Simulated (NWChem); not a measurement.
System: GaHBrCl; SMILES [Cl][GaH][Br]

All runs: NWChem. The geometry was optimised at PBE0/def2-SVP. Ions are spin-unrestricted doublets at the neutral geometry; other ion states weren't tried.

For level BHandHLYP/def2-TZVP:

```
Property       Result
-------------  ------
−ε(HOMO) (eV)    9.76
```

Q: What are these values for level PBE/def2-TZVP?

A: 
* **−ε(HOMO) (eV)**: 7.35
